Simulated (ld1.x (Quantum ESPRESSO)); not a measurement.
# chromium: one change to a TM potential, before and after

Cr (Z = 24), norm-conserving Troullier–Martins (Kleinman–Bylander form), made with ld1.x (Quantum ESPRESSO) 7.5 (LDA (PZ), scalar-relativistic). Core [Ar], reference 3d5 4s0 4p1. Waves: 4s (bound, empty): rc 2.10 bohr; 4p (bound): rc 2.90 bohr; 3d (bound): rc 1.55 bohr. Local part: the d channel. Core correction: a·sin(br)/r model core, default radius (core density twice the valence density).

Change: wave 3d (bound): rc 1.55 bohr becomes 3d (bound): rc 1.16 bohr.

Cutoffs: the cutoffs (Ry, on a coarse ladder) from which the occupation-weighted sum of valence levels, in a spherical-Bessel basis at the reference potential, stays within 10 and 1 mRy of its value at 400 Ry; they do not see the model core or the augmentation charge, which bear on the density cutoff. Errors are all-electron minus pseudo energies relative to the spin-unpolarised reference configuration.

How do hardness, ghosts and transferability respond?

The potential gets harder (90 Ry and 110 Ry → 140 Ry and 160 Ry); both files keep a bound ghost (p, s); of the 9 tests that both files solve, the error grows in 1 and shrinks in 0 by more than 15 % and 0.3 meV (median size 145.2 → 140.3 meV); the range in which the d phases agree widens (upper end 0.8 → 4.5). A smaller radius makes the pseudo-wave follow the all-electron one further in, where it bends more sharply, so more plane waves are needed.

| quantity | base | changed |
| --- | --- | --- |
| cutoff, loose | 90 Ry | 140 Ry |
| cutoff, tight | 110 Ry | 160 Ry |
| loose cutoff by channel (10 mRy a level) | p 6 Ry, d 80 Ry | p 6 Ry, d 120 Ry |
| bound ghosts | s, p | s, p |
| error for 3d5 4s1 4p0, meV [ΔE -3.20 eV] | -2.1 | -2.7 |
| error for 3d5 4s0 4p0, meV [ΔE 3.94 eV] | -7.5 | -8.1 |
| error for 3d4 4s0 4p0, meV [ΔE 20.28 eV] | -95 | -82 |
| error for 3d4 4s1 4p1, meV [ΔE 0.41 eV] | -148 | -140 |
| error for 3d4 4s2 4p0, meV [ΔE -3.26 eV] | -145 | -144 |
| error for 3d5 4s0.5 4p0, meV [ΔE -0.39 eV] | -0.8 | -0.8 |
| error for 3d3 4s0 4p0, meV [ΔE 51.31 eV] | -835 | -827 |
| error for 3d5 4s0 4p1 (spin-polarised), meV [ΔE -4.72 eV] | +741 | +787 |
| error for 3d5 4s1 4p0 (spin-polarised), meV [ΔE -8.12 eV] | +725 | +772 |
| s: phases at 3.17 bohr within 0.05 rad from the reference energy up to (Ry; the scan ends near 5) | 1.3 | 0.8 |
| p: phases at 3.17 bohr within 0.05 rad from the reference energy up to (Ry; the scan ends near 5) | 2.2 | 1.8 |
| d: phases at 3.17 bohr within 0.05 rad from the reference energy up to (Ry; the scan ends near 5) | 0.8 | 4.5 |

Base: These tests converged, but a pseudo level misses the all-electron one widely, so the file describes the atom poorly there or has found another state: 3d4 4s0 4p0: empty 4p by 3.6 eV (a node warning on the way). A true bound ghost makes a file unfit for plane-wave use even where its test errors are small: the radial tests pick states by their node count and pass the ghost by.
